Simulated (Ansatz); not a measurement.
System: Si$_{2}$F$_{6}$ (charge 0, singlet). 
Coordinates optimised at B3LYP-D3(BJ)/def2-TZVP (Ansatz, an electronic-structure program):
```xyz
8

F      1.6046    -1.5923    -0.2008
Si     1.1619    -0.0853    -0.0296
F      1.7497     0.7453    -1.2384
F      1.7944     0.4691     1.3079
Si    -1.1619     0.0853     0.0296
F     -1.6044     1.5910     0.2126
F     -1.7937    -0.4583    -1.3127
F     -1.7506    -0.7548     1.2313
```

Wanted: atomisation energy (electronic, to ground-state atoms), in kJ/mol. Correlated levels leave the core frozen unless marked. UHF or UKS for open shells. No spin-orbit coupling. Non-relativistic. The coupled-cluster limit lacks core correlation, which all-electron functionals hold. CBS(X,Y): correlation extrapolated as X^-3; Hartree-Fock from the larger set.

| level | program | atomisation energy (kJ/mol) |
|---|---|---|
| SVWN5/def2-TZVPD | Ansatz | ? |
| BLYP/def2-TZVPD | Ansatz | ? |
| revPBE/def2-TZVPD | Ansatz | 3580.6 |
| B3LYP/def2-TZVPD | Ansatz | 3642.6 |
| PBE0-D4/def2-TZVP | Ansatz + dftd4 | 3667.9 |
| PBE0/def2-TZVPD | Ansatz | 3644.2 |
| HSE06/def2-TZVPD | Ansatz | ? |
| wB97X/def2-TZVPD | Ansatz | 3728.4 |
| B2PLYP-D4/def2-TZVPD | Ansatz + dftd4 | 3707.1 |
| RPA@PBE/cc-pV(T+d)Z | Ansatz | ? |
| SCS-MP2/aug-cc-pV(D+d)Z | Ansatz | 3543.7 |
| SCS-MP2/cc-pV(T+d)Z | Ansatz | 3727.2 |
| SCS-MP2/cc-pV(Q+d)Z | Ansatz | 3828.9 |
| CCSD/6-31G | Ansatz | 2547.2 |
| CCSD/6-31G* | Ansatz | 3454.2 |
| CCSD/aug-cc-pV(D+d)Z | Ansatz | 3390.2 |
| CCSD(T)/CBS(cc-pV(T+d)Z,cc-pV(Q+d)Z) | Ansatz | 3785.1 |

Some entries are withheld; supply them.


- SVWN5/def2-TZVPD, atomisation energy (kJ/mol): 4311.3
- BLYP/def2-TZVPD, atomisation energy (kJ/mol): 3662.7
- HSE06/def2-TZVPD, atomisation energy (kJ/mol): 3647.5
- RPA@PBE/cc-pV(T+d)Z, atomisation energy (kJ/mol): 3331.7
